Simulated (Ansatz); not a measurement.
Cartesian coordinates in Å:
```
Cl 0.4081 0.3050 -2.0178
Ge 0.1238 -0.0199 0.0641
Cl -0.8715 1.6724 0.8803
Cl -1.1249 -1.7223 0.3160
H 1.4645 -0.2352 0.7575
```

The species carries charge 0 and has multiplicity 1.

**Question.** List the r2SCAN/def2-TZVPP orbital energies in eV (Ansatz 0.2.0). (Best estimate.)

**Answer.** Ansatz gave: Occupied: -10836.80, -2753.92, -2753.92, -2753.92, -1351.77, -1201.84, -1201.84, -1201.80, -255.30, -255.30, -255.30, -193.86, -193.86, -193.86, -193.69, -193.69, -193.69, -193.68, -193.68, -193.68, -170.02, -119.74, -119.74, -119.64, -33.04, -33.04, -32.94, -32.91, -32.91, -22.53, -21.58, -21.58, -14.71, -10.99, -10.92, -10.92, -9.00, -9.00, -8.59, -8.59, -8.55, -8.34. Lowest empty: -2.15, -0.59, -0.59, 0.76, 4.09, 4.09, 4.15, 5.18.
